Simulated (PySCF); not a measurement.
## Ag³⁸⁺: ionisation energy

Ag³⁸⁺ [He] 2s2 2p5 [2p1/2^2 2p3/2^3, M_J = 3/2] → Ag³⁹⁺ [He] 2s2 2p4 [2p1/2^2 2p3/2^2, M_J = 2], as a difference of total energies. All numbers are calculated (PySCF 2.14, the two-component X2C-1e Hamiltonian, in an even-tempered Gaussian basis (17 s from 17 bohr⁻², ratio 2.4; 12 p from 23 bohr⁻², ratio 2.4; 5 d from 84 bohr⁻², ratio 2.6; 4 f from 130 bohr⁻², ratio 2.6)). Correlated levels: nothing frozen; the 32 highest virtual spinors dropped. "Screened" scales the spin-orbit matrix elements by Boettger's factors to mimic the two-electron term; Breit and QED terms are absent.

```csv
method,ionisation energy (eV)
GHF (spin-free),5803.2
GMP2 (spin-free),5804.8
GHF (screened spin-orbit),5750.7
GMP2 (screened spin-orbit),5752.2
```

For this ion Breit and QED terms and the two-electron picture change, all absent here, outweigh the correlation shift from GHF to GMP2.

The spin-free rows relax to the high-spin LS determinant and lack the spin-orbit shift.

The labels give the starting determinants; with spin-orbit coupling the two ends relaxed to ⟨J²⟩ = 3.75, ⟨L²⟩ = 2.00, ⟨S²⟩ = 0.75 and ⟨J²⟩ = 6.00, ⟨L²⟩ = 3.11, ⟨S²⟩ = 1.45.

For comparison: 5753 ± 9 eV (semi-empirical (NIST evaluation); NIST Atomic Spectra Database, ionization energies).
